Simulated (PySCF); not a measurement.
Br(2+) (bromine, charge +2) across methods

[Ar] 3d10 4s2 4p3, high-spin 4S determinant. All numbers are calculated (PySCF 2.14, scalar relativity by spin-free X2C-1e, in x2c-TZVPPall with one added diffuse shell each of s, p, d type (7s6p5d1f, 57 functions)).

```json
{"method": "LDA", "E (hartree)": "-2601.239", "mean ε 4s α (eV)": "-43.097", "mean ε 4s β (eV)": "-40.284", "mean ε 4p α (eV)": "-29.473", "Σ⟨r²⟩ (bohr²)": "24.87", "⟨S²⟩": "3.750"}
{"method": "TPSSh", "E (hartree)": "-2604.903", "mean ε 4s α (eV)": "-44.488", "mean ε 4s β (eV)": "-40.162", "mean ε 4p α (eV)": "-30.289", "Σ⟨r²⟩ (bohr²)": "24.86", "⟨S²⟩": "3.750"}
{"method": "HSE06", "E (hartree)": "-2604.688", "mean ε 4s α (eV)": "-45.285", "mean ε 4s β (eV)": "-40.848", "mean ε 4p α (eV)": "-30.643", "Σ⟨r²⟩ (bohr²)": "24.89", "⟨S²⟩": "3.750"}
{"method": "BHandHLYP", "E (hartree)": "-2604.975", "mean ε 4s α (eV)": "-48.167", "mean ε 4s β (eV)": "-42.555", "mean ε 4p α (eV)": "-32.399", "Σ⟨r²⟩ (bohr²)": "24.91", "⟨S²⟩": "3.750"}
{"method": "wB97X-V", "E (hartree)": "-2604.768", "mean ε 4s α (eV)": "-48.418", "mean ε 4s β (eV)": "-43.931", "mean ε 4p α (eV)": "-33.402", "Σ⟨r²⟩ (bohr²)": "24.92", "⟨S²⟩": "3.750"}
{"method": "UHF", "E (hartree)": "-2603.27771", "mean ε 4s α (eV)": "-52.972", "mean ε 4s β (eV)": "-43.379", "mean ε 4p α (eV)": "-35.209", "Σ⟨r²⟩ (bohr²)": "25.06", "⟨S²⟩": "3.751"}
{"method": "r2SCAN", "E (hartree)": "-2604.966", "mean ε 4s α (eV)": "-44.184", "mean ε 4s β (eV)": "-39.859", "mean ε 4p α (eV)": "-30.042", "Σ⟨r²⟩ (bohr²)": "24.82", "⟨S²⟩": "3.750"}
{"method": "PBE", "E (hartree)": "-2604.638", "mean ε 4s α (eV)": "-43.021", "mean ε 4s β (eV)": "-39.792", "mean ε 4p α (eV)": "-29.438", "Σ⟨r²⟩ (bohr²)": "24.90", "⟨S²⟩": "3.750"}
{"method": "PBE0", "E (hartree)": "-2604.698", "mean ε 4s α (eV)": "-45.754", "mean ε 4s β (eV)": "-41.075", "mean ε 4p α (eV)": "-31.097", "Σ⟨r²⟩ (bohr²)": "24.88", "⟨S²⟩": "3.750"}
```
